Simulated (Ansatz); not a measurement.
These are Ansatz (an electronic-structure program) with frozen-core CCSD(T)/cc-pVDZ // B3LYP-D3(BJ)/def2-SVP values and carry that method's errors. The restricted HF reference is unstable towards unrestricted orbitals.

Ansatz 0.2 input:
```yaml
crystal:
  periodic: [false, false, false]
  atoms:
    - { symbol: C, position_ang: [1.802751, 1.772904, -1.062911] }
    - { symbol: C, position_ang: [1.549132, 0.656135, -0.351802] }
    - { symbol: Si, position_ang: [3.015017, -0.354892, 0.280277] }
    - { symbol: C, position_ang: [0.166958, 0.190422, -0.079042] }
    - { symbol: C, position_ang: [-0.885446, 0.434629, -0.981576] }
    - { symbol: C, position_ang: [-2.184069, 0.005453, -0.722017] }
    - { symbol: C, position_ang: [-2.478632, -0.693788, 0.459413] }
    - { symbol: S, position_ang: [-4.105315, -1.280538, 0.863223] }
    - { symbol: C, position_ang: [-1.438862, -0.957869, 1.364177] }
    - { symbol: C, position_ang: [-0.1426, -0.528031, 1.090979] }
    - { symbol: H, position_ang: [2.823888, 2.092234, -1.288894] }
    - { symbol: H, position_ang: [1.000185, 2.419807, -1.434603] }
    - { symbol: H, position_ang: [3.086394, -0.348383, 1.772455] }
    - { symbol: H, position_ang: [4.270062, 0.242027, -0.258402] }
    - { symbol: H, position_ang: [2.901458, -1.776954, -0.15739] }
    - { symbol: H, position_ang: [-0.6784, 0.95243, -1.920327] }
    - { symbol: H, position_ang: [-2.972402, 0.205969, -1.451531] }
    - { symbol: H, position_ang: [-4.727582, -0.787033, -0.230599] }
    - { symbol: H, position_ang: [-1.644937, -1.503092, 2.288309] }
    - { symbol: H, position_ang: [0.6424, -0.741434, 1.820262] }
basis:
  gaussian: { orbitals: cc-pVDZ }
correlation:
  method: ccsd_t
```

Output:

```
Functional definition: HF
1864 factors; integrals over basis functions are off by at most 1.1e-3 eV
mean field evaluation 1: about -27076.0330 eV, gradient 3.7e1 eV
mean field evaluation 2: about -27076.4623 eV, gradient 3.7e1 eV
mean field evaluation 4: about -27081.3630 eV, gradient 5.6e0 eV
mean field evaluation 8: about -27081.4704 eV, gradient 3.8e-1 eV
mean field evaluation 16: about -27080.9440 eV, gradient 5.6e0 eV
mean field -27081.47140465 eV, -995.2257176401 hartree, gradient 8.5e-6 eV, S^2 0.000000; 0 other end points of the search recorded, 0 dependent functions left out; unrestricted orbitals would lower it
18 core orbitals not correlated
reference -27081.47140465 eV, -995.2257176401 hartree; 26, 26 occupied and 154, 154 virtual orbitals, 1864 factors
second order -35.02365090 eV of doubles, -0.00000000 eV of singles
cycle   1  -35.81550063 eV  change   -7.9e-1 eV  update   1.5e-1
cycle   2  -36.93705234 eV  change    -1.1e0 eV  update   4.9e-2
cycle   3  -37.17933092 eV  change   -2.4e-1 eV  update   2.2e-2
cycle   4  -37.18171216 eV  change   -2.4e-3 eV  update   6.7e-3
cycle   5  -37.18401442 eV  change   -2.3e-3 eV  update   3.1e-3
cycle   6  -37.18479204 eV  change   -7.8e-4 eV  update   8.2e-4
cycle   7  -37.18448428 eV  change    3.1e-4 eV  update   3.2e-4
cycle   8  -37.18448391 eV  change    3.7e-7 eV  update   1.2e-4
cycle   9  -37.18452422 eV  change   -4.0e-5 eV  update   5.3e-5
perturbative correction -1.61549005 eV, -0.0593681645 hartree
Total energy: -27120.27141892 eV, -996.6515918650 hartree
```

Cost: about 9 core-minutes (a rough figure).
